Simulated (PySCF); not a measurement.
In(F)2(Cl)(OH2), H2ClF2InO, singlet, PBE0/def2-SVP optimised geometry.

```
7

In    -1.22    -0.80     0.00
F     -0.96     1.15     0.00
F     -0.97    -1.61    -1.77
Cl    -2.30    -1.91     1.72
O      1.06    -0.80     0.00
H      1.22     0.16    -0.05
H      1.22    -1.15    -0.89
```

Density from PySCF with PBE0/def2-TZVP, def2 effective core potentials past Kr at that geometry. The core electrons that the potentials of In replace are not part of the density.

Minimum of the electron density along straight lines between bonded atoms, close to the bond critical point (lines longer than 1.1 times the sum of covalent radii, or with two minima, are not listed):

| bond | length / Å | ρ at the minimum / e bohr⁻³ | ∇²ρ there / e bohr⁻⁵ | position (fraction from the first atom) |
|---|---|---|---|---|
| In1–F2 | 1.964 | 0.109 | 0.57 | 0.52 |
| In1–F3 | 1.963 | 0.110 | 0.57 | 0.52 |
| In1–Cl4 | 2.315 | 0.089 | 0.21 | 0.48 |
| In1–O5 | 2.281 | 0.057 | 0.22 | 0.51 |
| O5–H6 | 0.972 | 0.348 | -2.42 | 0.81 |
| O5–H7 | 0.972 | 0.348 | -2.42 | 0.81 |
